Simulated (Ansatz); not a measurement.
A nudged elastic band was laid between two geometries of C2H7ClGe (11 atoms, charge 0, multiplicity 1).

These are results of RKS PBE/def2-mTZVP in Ansatz, not measurements.

```json
{
 "movable images": "4",
 "climbing image": "no",
 "spring": "5.0 eV/Å²",
 "optimiser": "quadratic models (default)",
 "start path": "through a guess of the saddle point",
 "force threshold": "0.03 eV/Å",
 "iteration limit": "60",
 "end points": "relaxed"
}
```

First end point:

```xyz
11
Properties=species:S:1:pos:R:3
C -0.630 1.296 0.161
C 0.512 0.391 -0.261
Cl 2.016 0.768 0.732
Ge 0.122 -1.554 -0.061
H -1.514 1.099 -0.468
H -0.361 2.356 0.046
H -0.915 1.129 1.209
H 0.808 0.595 -1.299
H 1.346 -2.386 -0.508
H -1.102 -1.910 -0.951
H -0.216 -1.841 1.421
```

Last end point:

```xyz
11
Properties=species:S:1:pos:R:3
C -0.651 1.292 0.121
C 0.462 0.377 -0.353
Cl 2.059 0.871 0.421
Ge 0.165 -1.551 0.059
H -0.428 2.344 -0.110
H -0.810 1.209 1.206
H -1.593 1.025 -0.384
H 0.630 0.494 -1.432
H 1.340 -2.392 -0.490
H -1.161 -2.008 -0.610
H 0.053 -1.716 1.594
```

Q: What changes between the two ends?

A: No bond is made or broken. The dihedral H6–C1–C2–Ge4 goes from 179 to 58°. The two ends are copies of one structure, up to a mirror image or an exchange of like atoms.

Q: What energy profile does the band end with?

A: The forces met the threshold. The highest image is number 1 of 0 to 5, 3.4 kcal/mol above the ends, which have the same energy within 2 meV. The profile has 2 maxima (images 1, 4) with wells between them (image 2): this band takes more than one step, which may be the mechanism or a detour left from its start path. No image climbed, so the highest image needn't sit at the top of the path.

```
image  path coordinate (Å)  energy (kcal/mol)  dihedral H6–C1–C2–Ge4 (°)
    0                 0.00                0.0                        179
    1                 1.36                3.4                       -134
    2                 2.73                1.2                        -85
    3                 4.09                1.3                        -37
    4                 5.46                3.4                         12
    5                 6.82                0.0                         58
```

Q: What is the geometry of the highest image?

A: 
```xyz
11
Properties=species:S:1:pos:R:3
C -0.632 1.302 0.191
C 0.538 0.390 -0.198
Cl 2.005 0.692 0.877
Ge 0.113 -1.556 -0.137
H -1.588 0.758 0.223
H -0.746 2.133 -0.520
H -0.477 1.735 1.187
H 0.902 0.624 -1.206
H 1.364 -2.392 -0.491
H -1.008 -1.822 -1.180
H -0.406 -1.920 1.275
```

The run took 2.7 min on 2 threads of Arm Neoverse V1 (shared host), peak memory 0.17 GiB.
